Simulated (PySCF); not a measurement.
SMILES FB(Cl)Br (BBrClF) (CAM-B3LYP/def2-SVP optimised geometry):

```
4

B     -0.365     0.235     0.000
F     -1.000     1.378     0.000
Cl     1.377     0.235     0.000
Br    -1.377    -1.378     0.001
```

Calculation: CAM-B3LYP/def2-TZVP run with PySCF 2.14.0.

Problem. What are the frontier orbital energies and the dipole moment?

Solution. HOMO-2 -11.47 eV, HOMO-1 -10.59 eV, HOMO -10.22 eV, LUMO -0.02 eV, LUMO+1 1.42 eV; dipole moment 0.30 D.

On the same geometry PBE/def2-TZVP in PySCF gives HOMO-2 -8.58 eV, HOMO-1 -7.96 eV, HOMO -7.52 eV, LUMO -2.15 eV, LUMO+1 -0.36 eV; dipole moment 0.26 D.

Meta-Löwdin charges at CAM-B3LYP/def2-TZVP: B1 0.36, F2 -0.26, Cl3 -0.05, Br4 -0.05.
